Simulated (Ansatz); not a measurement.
# What each rung costs, and what it gives

Saddle point of Ge₄H₁₁ClO, singlet (Ge₄H₁₀O ([OH][Ge]([GeH3])([GeH3])[GeH3]) + HCl → Ge₃H₇ClO ([OH][Ge]([Cl])([GeH3])[GeH3]) + GeH₄; bonds formed: Ge1–Cl7, Ge2–H6; bonds broken: Ge1–Ge2, H6–Cl7), PBE0-D4/def2-TZVP structure:

Ge1  (-0.397, -0.105, -0.372)
Ge2  (2.050, -0.868, 0.741)
Ge3  (0.007, 1.601, -2.041)
Ge4  (-2.137, -0.311, 1.308)
O5  (-0.151, -1.672, -1.235)
H6  (0.925, 0.455, 0.823)
Cl7  (0.189, 2.074, 1.297)
H8  (2.762, -1.015, -0.603)
H9  (1.507, -2.205, 1.258)
H10  (2.950, -0.204, 1.793)
H11  (-0.190, 0.978, -3.435)
H12  (1.449, 2.086, -1.872)
H13  (-1.002, 2.725, -1.799)
H14  (-1.475, -0.492, 2.675)
H15  (-2.979, -1.563, 0.972)
H16  (-3.010, 0.943, 1.248)
H17  (-0.499, -2.430, -0.757)
(Å)

Barriers are electronic and count from the start structure reached by relaxing down the imaginary mode.

Computed with Ansatz 0.2.0 (basis: as named in each row); correlated methods freeze the cores. Filled d shells of the heavier atoms are correlated. The def2 sets are not built for correlating such inner shells, so the correlated values are less sure here. B3LYP uses VWN-RPA correlation. Extrapolation: Hartree–Fock as exp(−7.88 √X), correlation as X^−2.97.

Times are rough, for one single point on 4 threads of a shared host (AMD EPYC 7R13), with one NVIDIA H100 (or a share of it) where marked.

The estimate by CCSD(T) at an estimated basis limit (MP2 extrapolated from triple and quadruple zeta, plus CCSD(T) − MP2 in triple zeta) is 130.9 kJ/mol.

```tsv
method	basis	time (s)	barrier (kJ/mol)	method less estimate
HF	STO-3G	1	289.2	158.3
PBE-D4	STO-3G	1	140.4	9.5
SPW92	def2-SVP	2	83.1	-47.7
PBE-D4	def2-SVP	3	100.7	-30.2
B3LYP-D4	6-31G	4	96.4	-34.5
PBE0-D4	def2-SVP	6	120.0	-10.9
B2PLYP	def2-TZVPP	9 (H100)	133.3	2.4
PBE-QIDH	def2-TZVPP	9 (H100)	132.8	1.9
PBE-D4	def2-TZVPP	10 (H100)	103.4	-27.4
r2SCAN0-D4	def2-TZVPP	10 (H100)	125.9	-5.0
SPW92	def2-TZVPP	11 (H100)	85.5	-45.4
BLYP-D4	def2-TZVPP	11 (H100)	110.3	-20.6
BHLYP-D4	def2-TZVPP	11 (H100)	142.3	11.5
r2SCAN-D4	def2-TZVPP	12 (H100)	112.0	-18.8
RPA on PBE	def2-TZVPP	12 (H100)	142.6	11.7
PBE0-D4	def2-TZVPP	13 (H100)	120.8	-10.1
B3LYP-D4	def2-TZVPP	13 (H100)	124.7	-6.2
CAM-B3LYP-D4	def2-TZVPP	15 (H100)	136.0	5.1
wB97X-V	def2-TZVPP	15 (H100)	137.8	6.9
wB97M-V	def2-TZVPP	15 (H100)	131.3	0.5
CCSD(T)	def2-SVP	16 (H100)	160.5	29.6
B97M-V	def2-TZVPP	17 (H100)	122.1	-8.7
wB97M-V	def2-SVP	18	132.0	1.1
MP2	def2-QZVPP	22 (H100)	128.4	-2.5
CCSD(T)	def2-TZVPP	110 (H100)	142.7	11.8
```

All methods are single points on the PBE0-D4 structures.

T1 diagnostic: at most 0.013.

Labels in which every atom is bracketed show which atoms are joined, not bond orders.
